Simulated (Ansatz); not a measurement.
Job for Ansatz (a program for electronic structure): U-CCSD(T)/cc-pV(T+d)Z on H2Si2 (SMILES [Si]=[SiH2]), a point of a bond scan (R = 4.747 Å). Files ending in .json are basis or fitting sets from the Basis Set Exchange.

Ansatz 0.2 input:
```yaml
crystal:
  periodic: [false, false, false]
  atoms:
    - {symbol: Si, position_ang: [-0.95263844, 0.06887490, 0.17721402]}
    - {symbol: Si, position_ang: [1.20465812, -0.08709570, -0.22409583]}
    - {symbol: H, position_ang: [-3.63297534, 3.75535608, -1.14858998]}
    - {symbol: H, position_ang: [-1.73803188, -0.96580912, 0.89344517]}
basis:
  gaussian:
    orbitals: cc-pV_T+d_Z.json
correlation: {method: ccsd_t, electrons: outside_noble_gas}
scf: {omitted_lower_state_checks: [cluster_reference]}
magnetization: {spin_polarized: true, initial_magnetization: 0}
```

**Question.** Predict the final total energy.

**Answer.** -579.0789 hartree (reference determinant -578.8552, T1 diagnostic 0.097). Its determinant has ⟨S²⟩ = 1.79, a mixture of spin states.

**Question.** How many basis functions does it have, and what does it roughly cost on one machine?

**Answer.** 106 functions; roughly 30 core-seconds.
